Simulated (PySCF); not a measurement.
Exercise with solution: dipole moment from atomic charges

H2MgOSe, SMILES [OH][Mg][SeH]. Atoms are numbered in the order given.

```xyz
5

Mg    -0.0046     1.2090     0.0000
O      0.0055     2.9615     0.0000
H     -0.0061     3.9077     0.0000
Se    -0.0415    -1.2027     0.0000
H      1.4295    -1.2153     0.0000
```

Geometry optimised at PBE0-D3(BJ)/def2-TZVP. A frequency run showed that this geometry is not a minimum. The values are those of a single conformer.

Charges (e) from CAM-B3LYP/def2-TZVPD (PySCF):

| atom | IAO | ESP fit |
|---|---|---|
| Mg1 | 1.580 | 0.982 |
| O2 | -1.251 | -1.052 |
| H3 | 0.372 | 0.460 |
| Se4 | -0.745 | -0.477 |
| H5 | 0.045 | 0.087 |

The dipole moment of the full density is 1.49 D.

Problem. What dipole moment does each set of point charges give, and which comes closer to that of the density?

Solution. 
μ = Σ q r, and 1 e Å = 4.8032 D.
IAO: Σ q r = (0.079, 0.500, 0.000) e Å, |μ| = 2.43 D.
ESP fit: Σ q r = (0.131, 0.337, 0.000) e Å, |μ| = 1.74 D.
ESP fit comes closer in size. Point charges leave out the atoms' own dipoles (lone pairs, polarised bonds); fits to the potential absorb them, partitions of the density don't.
